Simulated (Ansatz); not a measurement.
Born–Oppenheimer molecular dynamics of a periodic cell of 17 atoms, CuSi₁₆ (host Si, host structure diamond, interstitial Cu), cell charge +1. It starts from a relaxed structure.

Computed with DFT PBE, scalar-relativistic, plane waves, PAW in Ansatz. Settings: PAW set soft_1, cutoff 420 eV, k mesh 2x2x2, fermi-dirac smearing 0.02 eV, no spin polarisation.

```json
{
 "ensemble": "NVE (velocity Verlet)",
 "time step": "2 fs",
 "steps asked": "140",
 "starting velocities drawn for": "2400 K",
 "seed": "836184"
}
```

Frames 2 fs apart, positions in Å.

Velocities at 240.0 fs (Å/ps):

```
Si -5.91 -14.17 -0.64
Si -2.70 6.52 1.73
Si -3.01 -0.49 -6.36
Si -2.86 -9.72 -6.93
Si 1.01 8.25 -1.06
Si -3.20 0.78 4.74
Si 9.88 1.66 7.28
Si -1.36 3.75 2.94
Si -1.04 5.32 -4.79
Si -0.06 -8.06 6.53
Si -9.74 -1.21 -2.43
Si -5.97 -1.18 3.90
Si 8.69 -0.63 6.97
Si 1.25 10.36 9.81
Si -1.78 4.97 0.76
Si 17.44 -10.89 -0.15
Cu -0.29 2.09 -9.85
```

```xyz
17
Lattice="0.0000 5.4300 5.4300 5.4300 0.0000 5.4300 5.4300 5.4300 0.0000" Properties=species:S:1:pos:R:3 time_fs=240.0 energy_less_start_eV=1.925 T=1475
Si -0.052 0.059 -0.067
Si 1.256 1.482 1.417
Si 2.784 2.744 0.238
Si 4.251 3.853 1.501
Si 2.775 -0.015 2.725
Si 4.024 1.487 4.077
Si 5.686 2.708 3.082
Si 6.957 4.161 4.485
Si -0.384 2.759 2.317
Si 1.005 3.989 3.882
Si 2.734 5.073 2.802
Si 3.851 6.767 3.822
Si 2.403 2.842 5.407
Si 3.933 4.465 6.334
Si 5.485 5.803 5.276
Si 6.791 6.788 6.847
Cu 5.665 5.258 2.819
17
Lattice="0.0000 5.4300 5.4300 5.4300 0.0000 5.4300 5.4300 5.4300 0.0000" Properties=species:S:1:pos:R:3 time_fs=242.0 energy_less_start_eV=1.878 T=1497
Si -0.064 0.031 -0.068
Si 1.251 1.495 1.420
Si 2.778 2.741 0.224
Si 4.245 3.834 1.487
Si 2.777 0.002 2.723
Si 4.017 1.488 4.087
Si 5.706 2.711 3.096
Si 6.955 4.169 4.490
Si -0.386 2.771 2.308
Si 1.004 3.972 3.896
Si 2.713 5.071 2.796
Si 3.840 6.766 3.831
Si 2.421 2.841 5.420
Si 3.935 4.484 6.355
Si 5.481 5.813 5.278
Si 6.827 6.766 6.847
Cu 5.665 5.263 2.799
17
Lattice="0.0000 5.4300 5.4300 5.4300 0.0000 5.4300 5.4300 5.4300 0.0000" Properties=species:S:1:pos:R:3 time_fs=244.0 energy_less_start_eV=1.840 T=1515
Si -0.076 0.003 -0.068
Si 1.246 1.505 1.422
Si 2.773 2.736 0.209
Si 4.242 3.817 1.474
Si 2.779 0.019 2.721
Si 4.009 1.490 4.098
Si 5.726 2.714 3.109
Si 6.952 4.178 4.492
Si -0.389 2.784 2.300
Si 1.004 3.955 3.909
Si 2.692 5.070 2.789
Si 3.828 6.766 3.840
Si 2.441 2.840 5.432
Si 3.936 4.502 6.376
Si 5.477 5.822 5.279
Si 6.863 6.745 6.850
Cu 5.665 5.267 2.779
17
Lattice="0.0000 5.4300 5.4300 5.4300 0.0000 5.4300 5.4300 5.4300 0.0000" Properties=species:S:1:pos:R:3 time_fs=246.0 energy_less_start_eV=1.816 T=1527
Si -0.088 -0.026 -0.067
Si 1.240 1.514 1.423
Si 2.769 2.729 0.194
Si 4.239 3.802 1.462
Si 2.780 0.038 2.721
Si 3.999 1.491 4.110
Si 5.745 2.715 3.120
Si 6.949 4.188 4.493
Si -0.393 2.798 2.294
Si 1.003 3.938 3.923
Si 2.670 5.070 2.780
Si 3.817 6.768 3.850
Si 2.462 2.839 5.443
Si 3.936 4.517 6.399
Si 5.472 5.830 5.281
Si 6.900 6.724 6.856
Cu 5.664 5.271 2.760
17
Lattice="0.0000 5.4300 5.4300 5.4300 0.0000 5.4300 5.4300 5.4300 0.0000" Properties=species:S:1:pos:R:3 time_fs=248.0 energy_less_start_eV=1.811 T=1529
Si -0.099 -0.053 -0.065
Si 1.236 1.521 1.422
Si 2.765 2.718 0.177
Si 4.237 3.788 1.451
Si 2.780 0.057 2.721
Si 3.989 1.493 4.123
Si 5.765 2.716 3.130
Si 6.946 4.199 4.492
Si -0.397 2.813 2.289
Si 1.002 3.920 3.938
Si 2.648 5.070 2.769
Si 3.806 6.772 3.860
Si 2.485 2.838 5.452
Si 3.936 4.530 6.422
Si 5.467 5.839 5.282
Si 6.937 6.704 6.862
Cu 5.664 5.275 2.740
17
Lattice="0.0000 5.4300 5.4300 5.4300 0.0000 5.4300 5.4300 5.4300 0.0000" Properties=species:S:1:pos:R:3 time_fs=250.0 energy_less_start_eV=1.834 T=1518
Si -0.111 -0.080 -0.063
Si 1.231 1.526 1.420
Si 2.762 2.706 0.159
Si 4.237 3.777 1.441
Si 2.779 0.077 2.723
Si 3.979 1.494 4.137
Si 5.783 2.715 3.138
Si 6.943 4.212 4.488
Si -0.402 2.829 2.287
Si 1.000 3.901 3.952
Si 2.626 5.071 2.757
Si 3.796 6.778 3.869
Si 2.508 2.838 5.461
Si 3.935 4.541 6.446
Si 5.462 5.847 5.284
Si 6.973 6.686 6.871
Cu 5.664 5.279 2.720
17
Lattice="0.0000 5.4300 5.4300 5.4300 0.0000 5.4300 5.4300 5.4300 0.0000" Properties=species:S:1:pos:R:3 time_fs=252.0 energy_less_start_eV=1.890 T=1490
Si -0.123 -0.105 -0.059
Si 1.226 1.529 1.416
Si 2.759 2.691 0.140
Si 4.238 3.767 1.433
Si 2.777 0.098 2.725
Si 3.970 1.496 4.151
Si 5.800 2.713 3.143
Si 6.941 4.226 4.483
Si -0.407 2.846 2.286
Si 0.999 3.882 3.966
Si 2.604 5.072 2.744
Si 3.786 6.784 3.879
Si 2.533 2.838 5.469
Si 3.934 4.549 6.469
Si 5.457 5.854 5.286
Si 7.009 6.668 6.881
Cu 5.664 5.282 2.700
17
Lattice="0.0000 5.4300 5.4300 5.4300 0.0000 5.4300 5.4300 5.4300 0.0000" Properties=species:S:1:pos:R:3 time_fs=254.0 energy_less_start_eV=1.985 T=1444
Si -0.135 -0.129 -0.054
Si 1.221 1.531 1.411
Si 2.757 2.674 0.120
Si 4.240 3.758 1.426
Si 2.774 0.119 2.729
Si 3.962 1.498 4.166
Si 5.817 2.709 3.148
Si 6.938 4.241 4.475
Si -0.413 2.863 2.288
Si 0.999 3.863 3.981
Si 2.583 5.073 2.731
Si 3.776 6.792 3.887
Si 2.558 2.838 5.476
Si 3.932 4.556 6.492
Si 5.452 5.862 5.289
Si 7.043 6.653 6.891
Cu 5.663 5.286 2.680
17
Lattice="0.0000 5.4300 5.4300 5.4300 0.0000 5.4300 5.4300 5.4300 0.0000" Properties=species:S:1:pos:R:3 time_fs=256.0 energy_less_start_eV=2.117 T=1381
Si -0.146 -0.151 -0.049
Si 1.215 1.531 1.405
Si 2.754 2.656 0.101
Si 4.242 3.751 1.422
Si 2.769 0.141 2.735
Si 3.955 1.500 4.181
Si 5.832 2.704 3.150
Si 6.936 4.257 4.467
Si -0.419 2.880 2.292
Si 0.998 3.844 3.995
Si 2.565 5.073 2.719
Si 3.768 6.800 3.895
Si 2.583 2.839 5.483
Si 3.931 4.561 6.515
Si 5.447 5.869 5.293
Si 7.075 6.641 6.902
Cu 5.663 5.289 2.660
17
Lattice="0.0000 5.4300 5.4300 5.4300 0.0000 5.4300 5.4300 5.4300 0.0000" Properties=species:S:1:pos:R:3 time_fs=258.0 energy_less_start_eV=2.276 T=1305
Si -0.158 -0.172 -0.043
Si 1.210 1.529 1.397
Si 2.752 2.638 0.081
Si 4.245 3.744 1.419
Si 2.762 0.165 2.741
Si 3.950 1.501 4.196
Si 5.846 2.697 3.150
Si 6.934 4.274 4.456
Si -0.425 2.896 2.299
Si 0.998 3.824 4.008
Si 2.548 5.071 2.707
Si 3.760 6.808 3.900
Si 2.609 2.840 5.489
Si 3.929 4.564 6.537
Si 5.442 5.875 5.298
Si 7.104 6.631 6.912
Cu 5.663 5.292 2.641
17
Lattice="0.0000 5.4300 5.4300 5.4300 0.0000 5.4300 5.4300 5.4300 0.0000" Properties=species:S:1:pos:R:3 time_fs=260.0 energy_less_start_eV=2.443 T=1224
Si -0.170 -0.190 -0.037
Si 1.204 1.527 1.388
Si 2.749 2.620 0.062
Si 4.248 3.739 1.418
Si 2.754 0.188 2.749
Si 3.948 1.503 4.210
Si 5.858 2.689 3.149
Si 6.933 4.292 4.445
Si -0.431 2.912 2.307
Si 0.998 3.804 4.022
Si 2.533 5.067 2.696
Si 3.753 6.817 3.904
Si 2.634 2.841 5.496
Si 3.927 4.566 6.559
Si 5.438 5.882 5.303
Si 7.130 6.625 6.921
Cu 5.662 5.295 2.621
17
Lattice="0.0000 5.4300 5.4300 5.4300 0.0000 5.4300 5.4300 5.4300 0.0000" Properties=species:S:1:pos:R:3 time_fs=262.0 energy_less_start_eV=2.596 T=1151
Si -0.182 -0.206 -0.030
Si 1.197 1.524 1.379
Si 2.745 2.602 0.044
Si 4.250 3.733 1.419
Si 2.745 0.212 2.758
Si 3.948 1.504 4.225
Si 5.868 2.679 3.146
Si 6.932 4.309 4.432
Si -0.436 2.926 2.318
Si 0.999 3.785 4.034
Si 2.521 5.061 2.688
Si 3.748 6.825 3.905
Si 2.658 2.844 5.502
Si 3.925 4.566 6.579
Si 5.434 5.888 5.310
Si 7.153 6.623 6.928
Cu 5.662 5.297 2.602
```

Of the whole run (280 fs, mean temperature of the second half 1281 K): The conserved energy stayed within 1.1 meV per atom of its start (net change 0.49 meV per atom), so the integration is sound. Over the second half the temperature averaged 0.53 of the 2400 K drawn at the start: a run that starts near a minimum puts about half its kinetic energy into the potential. A run of 0.28 ps of so small a system gives no equilibrium averages. Limits of this set-up: coarse k mesh, charged cell in a uniform background, uncorrected.

The run took 11 min on 1 thread of Arm Neoverse V2 (shared host), peak memory 0.66 GiB.
